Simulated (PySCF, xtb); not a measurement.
HfIH₃, SMILES [I][HfH3], multiplicity 1.

GFN2-xTB (xtb) at its own geometry gives an orbital gap of 4.35 eV and a dipole moment of 7.71 D.

Coordinates come from a B3LYP-D3(BJ)/def2-TZVP optimisation. The spin state was assumed, not searched. The def2 effective core potentials stand for the cores of Hf, I; spin–orbit coupling is left out.

Task: What does PySCF with ωB97X/def2-TZVPD give? (The exact figures need the calculation; the answer reports its results.)

Result: gap 10.28 eV (levels -10.50 and -0.22 eV), dipole 0.26 D.
